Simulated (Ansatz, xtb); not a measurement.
# Relative energy of two isomers of C5H3FS

Structure X: `C#CC(=S)C(=C)F`, a singlet. Structure Y: `C#CC(=C=S)CF`, a singlet. Both are isolated molecules in the gas phase, relaxed with B3LYP/def2-SVP; the shapes shown needn't be the lowest conformers.

X (Å):

```xyz
10

C     1.1579   -1.1298   -0.0129
C     0.1078   -0.6593   -0.4050
C    -1.1231   -0.1243   -0.8948
C    -1.8446    0.8202   -0.0181
C    -1.4441    1.2195    1.1991
F    -2.9845    1.2859   -0.5261
S    -1.6983   -0.5538   -2.3772
H     2.0874   -1.5545    0.3191
H    -2.0501    1.9238    1.7717
H    -0.5138    0.8447    1.6231
```

Y (Å):

```xyz
10

C    -2.0318    0.7003    0.0315
C    -0.8300    0.5945   -0.1120
C     0.5846    0.4750   -0.2454
C     1.1602    0.5615   -1.4460
C     1.4384    0.1878    0.9757
F     1.2509   -1.1040    1.4196
S     1.8548    0.6811   -2.8326
H    -3.0947    0.7876    0.1557
H     1.1492    0.8749    1.7891
H     2.5051    0.3332    0.7403
```

Question: Estimate E(Y) − E(X) at the level CCSD(T)/def2-SVP + ΔMP2/def2-TZVPP.

Answer: Calculated at CCSD(T)/def2-SVP + ΔMP2/def2-TZVPP: E(Y) − E(X) = +4.1 kcal/mol, so structure X lies lower.

The same difference at several levels:

| level | geometry | E(Y) − E(X) (kcal/mol) | departure from the last row (kcal/mol) | job, with rough time for the two |
| --- | --- | --- | --- | --- |
| GFN2-xTB | GFN2-xTB | +1.7 | −2.4 | optimisation, 0.22 s |
| HF/STO-3G | GFN2-xTB | −1.1 | −5.2 | single point, 0.46 s |
| r2SCAN-D4/def2-SVP | GFN2-xTB | +6.0 | +1.9 | single point, 4.8 s |
| B3LYP/def2-SVP | B3LYP/def2-SVP | +4.7 | +0.5 | optimisation, 50 s |
| HF/def2-SVP | B3LYP/def2-SVP | +3.2 | −0.9 | part of the CCSD(T) run |
| MP2/def2-SVP | B3LYP/def2-SVP | +3.0 | −1.1 | part of the CCSD(T) run |
| CCSD(T)/def2-SVP | B3LYP/def2-SVP | +4.9 | +0.8 | single point |
| CCSD(T)/def2-SVP + ΔMP2/def2-TZVPP | B3LYP/def2-SVP | +4.1 |  | single point, 62 s |

As drawn, both hold the same kinds of bond in the same numbers.

HF/STO-3G puts the two in the other order. The largest departure from CCSD(T)/def2-SVP + ΔMP2/def2-TZVPP is that of HF/STO-3G, 5.2 kcal/mol. The last row adds to CCSD(T) the change of the MP2 difference between the two basis sets, here −0.8 kcal/mol.

With thermal terms from frequencies at re-optimised GFN2-xTB minima (ideal gas, soft modes damped towards free rotors, one conformer each, 298.15 K, 1 atm): on the last row, ΔE + ΔZPE = +4.4, ΔH = +4.7, ΔG = +3.8 kcal/mol.

The correlated steps freeze 11 core orbitals. Run with Ansatz 0.2.0, xtb 6.7.1; the last row on 2 threads of Arm Neoverse V1 on a shared host.
